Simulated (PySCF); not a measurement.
# SnH₅⁻, singlet: structure and spectrum

Computed with PBE0/[Sn def2-TZVPD with ECP28, H def2-TZVPD], scalar-relativistic core potentials, density fitting, no spin–orbit coupling, PySCF.

The structure is a minimum.

```xyz
6
charge -1 multiplicity 1, angstrom
Sn    0.0000    0.0000    0.0000
H     0.0000    0.0000    1.8763
H     0.0000    0.0000   -1.8763
H     1.7672    0.0000    0.0000
H    -0.8836    1.5304    0.0000
H    -0.8836   -1.5304    0.0000
```

```
Point group                                                                   : D3h
Bond lengths                                                                  : Sn–H 1.767 Å (×3), Sn–H 1.876 Å (×2)
Bond angles                                                                   : H–Sn–H 90.0° (×6), H–Sn–H 120.0° (×3), H–Sn–H 180.0°
Entropy at 298.15 K and 1 bar                                                 : 244.6 J/(mol K)
Enthalpy at 298.15 K above 0 K                                                : 12.54 kJ/mol
Zero-point energy                                                             : 74.7 kJ/mol
Highest occupied level                                                        : -0.36 eV
Lowest empty level                                                            : 3.76 eV
Principal quadrupole moments (Buckingham, traceless) about the centre of mass : -9.94, 4.97, 4.97 D Å
Dipole moment about the centre of mass                                        : 0.00 D
Principal polarisabilities                                                    : 69.1, 69.1, 89.4 bohr³
Heat capacity Cp at 298.15 K                                                  : 60.4 J/(mol K)
Rotational symmetry number                                                    : 6
Rotational constants                                                          : 1.785, 1.427, 1.427 cm⁻¹
```

Harmonic modes (masses in u: Sn 119.902, H 1.008):
| symmetry | ω (cm⁻¹) | IR (km/mol, summed over degenerate members) |
| --- | --- | --- |
| e' | 423 | 7.7 |
| e' | 736 | 956 |
| a2'' | 751 | 1005 |
| e'' | 934 | 0.0 |
| a1' | 1182 | 0.0 |
| a2'' | 1316 | 1466 |
| e' | 1670 | 1217 |
| a1' | 1709 | 0.0 |

In D3h the vibrations span 3e' + 2a2'' + e'' + 2a1'. The a1', e'' modes carry no infrared intensity, as symmetry demands.

Charges (e); Mulliken and Löwdin values are unreliable with diffuse functions:
| atom | Mulliken | Löwdin | polar tensor | Mayer order to Sn1 |
| --- | --- | --- | --- | --- |
| Sn1 | -0.50 | 0.03 | 1.53 | – |
| H2,3 | -0.10 | -0.22 | -0.61 | 0.94 |
| H4,5,6 | -0.10 | -0.20 | -0.43 | 0.92 |

Mulliken populations on Sn1 (electrons outside its core potential): s 3.34, p 8.55, d 10.59, f 0.03.

Counting electrons, tin keeps none of its valence electrons outside its bonds, so the VSEPR class is AX5 and the expected shape is trigonal bipyramidal (D3h), as computed.

Only a few start shapes were tried, so a lower isomer may exist. The lowest empty level of this anion is unbound, so it and the gap depend on the basis.

The final relaxation and frequency run took 19 s on 4 threads of a shared Arm Neoverse V2 host, with 101 basis functions and 11 gradients; the process peaked at 1.5 GiB.
